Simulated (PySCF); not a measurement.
# Removing the step error of a finite difference

System: H$_{8}$N$_{2}$Si$_{2}$ (SMILES N[SiH2][SiH2]N), singlet, at the geometry of the source list. Level: PBE0/6-31G*, polarisability run with PySCF. Sums are taken with unrounded values, so a last digit can differ.

Second differences of the energy in a field along z gave a polarisability along z of 52.956 bohr³ at step 0.02 and 53.221 bohr³ at step 0.05 (atomic units).

**Question.** Extrapolate to zero step.

**Answer.** The leading error of a symmetric difference goes as h², so A(h) = A0 + c h². Then c = (53.221 - (52.956))/(0.05² - 0.02²) = 126 (atomic units) and A0 = 52.956 - c × 0.02² = 52.906 bohr³. The analytic value from the same program and level is 52.906 bohr³: the smaller step missed it by 0.050, the extrapolation by 0.000.
